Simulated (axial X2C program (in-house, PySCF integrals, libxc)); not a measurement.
## Worked dissociation energy of CsCl⁺: CCSD, without spin–orbit coupling

All values were computed with an axial X2C code built on PySCF integrals. Spin-free means the one-electron spin-free X2C Hamiltonian. Basis: Cs dyall-cv3z [15s15p9d4f1g], Cl dyall-av3z [9s8p3d2f] (cores contracted in-house); Gaussian nuclei, density fitting, unrestricted open shells. Masses: Cs 132.905 u, Cl 34.969 u.

Molecular state: M_S = 1/2, Λ = 1 (beyond evenly filled blocks: π+α, π+β, π-α).

Correlated methods: 15 electrons correlated (number of frozen shells: Cs 4 s, 3 p, 2 d; Cl 2 s, 1 p), 295 virtual spin orbitals or spinors in MP2, 90 natural virtuals in coupled cluster.

* E(Cs+) (2M_S = 0, M_L = 0): -7783.176836 hartree
* E(Cl) (2M_S = 1, M_L = 0): -461.089754 hartree
* E(CsCl⁺) at Re: -8244.271983 hartree
* ωe: 64.4 cm⁻¹
* ωexe: 1.2 cm⁻¹

(1) Work out De and D0.

The state is a single determinant with fixed occupations, the lowest that a limited PBE0 search found. De is counted from the lowest determinant-based energies of the atoms at the same level, without counterpoise correction. CCSD ran in a truncated set of natural virtual spinors with an MP2 remainder; without triples it tends to underbind. Other states lie close and PBE0, whose exact exchange favours high spin, may order them wrongly; the determinant shown need not be the ground state. The nearest other spin-free determinant of the search, M_S = 1/2, Λ = 0, lies 0.09 eV up at the distance of the search.

The bond is weak, and without diffuse functions and with truncated virtuals even CCSD(T) can be tens of per cent off in De.

Each atomic determinant is the lowest at this level and need not be a pure term. Totals compare only within one Hamiltonian and basis.

Results:

(1) De = -7783.176836 + (-461.089754) − (-8244.271983) = 0.00539 hartree = 0.147 eV. The zero-point energy is ωe/2 − ωexe/4 = 32 cm⁻¹ = 0.004 eV, so D0 = 0.143 eV.
